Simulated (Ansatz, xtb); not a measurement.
## Relaxing a trial structure of ClNSiSn

The starting geometry of this gas-phase singlet has its atoms placed at random.

```xyz
4

Cl   -0.4924    1.5760    0.2728
N     0.2305   -1.8136   -0.0266
Si   -0.3190   -0.5123    1.1088
Sn    1.5620   -0.1847   -0.3237
```

Problem. Guess where an optimisation with r2SCAN-D4/def2-SVP ends from this start.

Solution. It ends as a structure given below by its coordinates. Distances that change by over a tenth: N2–Si3 (1.81 → 1.59 Å). Contacts that open: Cl1–Si3 (2.26 → 4.65 Å), Si3–Sn4 (2.39 → 3.64 Å). Contacts that close: Cl1–Sn4 (2.77 → 2.41 Å).

The energy falls by 2.59 eV over 15 steps:

```tsv
step	E − E(last) (eV)
1	2.589
3	0.703
4	0.512
6	0.357
7	0.279
9	0.183
10	0.151
12	0.010
13	0.002
15	0.000
```

Final geometry (Å):

```csv
atom,x (Å),y (Å),z (Å)
Cl,0.3455,2.1749,-0.1859
N,0.0962,-1.0965,0.4961
Si,-0.8628,-2.0605,1.3188
Sn,1.4022,0.0475,-0.5976
```

From the same start GFN2-xTB reaches the same bonding as this run.

From so rough a start the end depends on the optimiser's path, so another program may land elsewhere. No frequencies were run, so the end isn't proven a minimum. Atoms past krypton carry core potentials, without spin–orbit terms. Run with Ansatz 0.2.0, 30 s on 1 thread of Intel(R) Xeon(R) 6975P-C (Granite Rapids), on a shared host.
